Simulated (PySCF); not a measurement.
# Ta⁴⁹⁺: ionisation energy

Ta⁴⁹⁺ [Ar] 3d6 [3d3/2^4 3d5/2^2, M_J = 4] → Ta⁵⁰⁺ [Ar] 3d5 [3d3/2^4 3d5/2^1, M_J = 5/2], as a difference of total energies. All numbers are calculated (PySCF 2.14, the two-component X2C-1e Hamiltonian, in an even-tempered Gaussian basis (15 s from 13 bohr⁻², ratio 2.8; 13 p from 16 bohr⁻², ratio 2.8; 8 d from 16 bohr⁻², ratio 2.8; 3 f from 57 bohr⁻², ratio 3)). Correlated levels: [Ne] frozen; the 78 highest virtual spinors dropped. "Screened" scales the spin-orbit matrix elements by Boettger's factors to mimic the two-electron term; Breit and QED terms are absent.

```
                    method  ionisation energy (eV)
           GHF (spin-free)                  4418.1
          GMP2 (spin-free)                  4419.1
 GHF (screened spin-orbit)                  4410.9
GMP2 (screened spin-orbit)                  4410.7
```

Breit and QED terms and the two-electron picture change are absent.

The spin-free rows relax to the high-spin LS determinant and lack the spin-orbit shift.

The labels give the starting determinants; with spin-orbit coupling the two ends relaxed to ⟨J²⟩ = 20.01, ⟨L²⟩ = 12.70, ⟨S²⟩ = 2.95 and ⟨J²⟩ = 8.75, ⟨L²⟩ = 6.17, ⟨S²⟩ = 2.87.

For comparison: 4410 ± 4 eV (theoretical estimate listed by NIST; NIST Atomic Spectra Database, ionization energies).
